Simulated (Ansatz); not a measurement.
Mg7S6Cl2, relaxed as a singlet with RKS PBE-D4/def2-SVP in Ansatz, starting from the GFN1-xTB geometry. Force threshold 0.03 eV/Å.

Start:

```
atom   x (Å)   y (Å)   z (Å)
 Cl1  -1.355   1.365   4.327
 Cl2  -1.820  -3.628  -1.809
 Mg3  -0.048   2.766   2.915
 Mg4   0.797   3.027   0.046
 Mg5  -0.915  -0.499   2.735
 Mg6   1.530  -0.031  -0.325
 Mg7   0.860   0.684  -3.631
 Mg8  -0.849  -2.868   0.357
 Mg9  -0.087  -2.301  -2.832
 S10   0.327   4.563   1.628
 S11   0.536   0.915   1.536
 S12   1.613   1.814  -1.789
 S13  -1.717  -2.541   2.387
 S14   1.063  -2.193  -0.822
 S15   0.062  -1.074  -4.723
```

```json
{"step": "1", "energy (eV)": "-128090.3744", "largest force component (eV/Å)": "1.297", "SCF passes": "20"}
{"step": "2", "energy (eV)": "-128090.8577", "largest force component (eV/Å)": "0.366", "SCF passes": "19"}
{"step": "3", "energy (eV)": "-128090.9569", "largest force component (eV/Å)": "0.140", "SCF passes": "19"}
{"step": "4", "energy (eV)": "-128091.0048", "largest force component (eV/Å)": "0.207", "SCF passes": "19"}
{"step": "5", "energy (eV)": "-128091.0443", "largest force component (eV/Å)": "0.146", "SCF passes": "26"}
{"step": "6", "energy (eV)": "-128091.0538", "largest force component (eV/Å)": "0.147", "SCF passes": "19"}
{"step": "7", "energy (eV)": "-128091.0632", "largest force component (eV/Å)": "0.109", "SCF passes": "19"}
{"step": "8", "energy (eV)": "-128091.0789", "largest force component (eV/Å)": "0.128", "SCF passes": "19"}
{"step": "9", "energy (eV)": "-128091.1099", "largest force component (eV/Å)": "0.232", "SCF passes": "26"}
{"step": "10", "energy (eV)": "-128091.1173", "largest force component (eV/Å)": "0.312", "SCF passes": "19"}
{"step": "11 (rejected)", "energy (eV)": "-128091.1130", "largest force component (eV/Å)": "0.446", "SCF passes": "20"}
{"step": "12", "energy (eV)": "-128091.1463", "largest force component (eV/Å)": "0.066", "SCF passes": "20"}
{"step": "13", "energy (eV)": "-128091.1492", "largest force component (eV/Å)": "0.018", "SCF passes": "21"}
```

Force components are those of the run's own axes.

End:

```xyz
15

Cl   -1.8419    1.3516    3.9363
Cl   -2.0828   -3.6627   -1.7070
Mg   -0.5064    2.8131    2.6251
Mg    1.1002    2.9262    0.0845
Mg   -0.6497   -0.4672    2.8234
Mg    1.8593   -0.1085    0.0187
Mg    0.9805    0.2092   -2.9681
Mg   -0.7605   -2.8270    0.1694
Mg   -0.7453   -2.2516   -3.0690
S    -0.2112    4.5348    1.1209
S     1.1506    0.9984    2.0113
S     2.3073    1.6629   -1.5764
S    -1.1722   -2.6749    2.4297
S     1.0149   -1.9282   -1.2759
S    -0.4428   -0.5763   -4.6230
```

Bonds formed: Mg7–S14 (atoms count from 1).

No frequencies were taken in this run, so the end may be a saddle point.

Hardware: 4 threads of Arm Neoverse N1 on a shared host. Wall time 3 min, peak host memory 0.76 GiB.
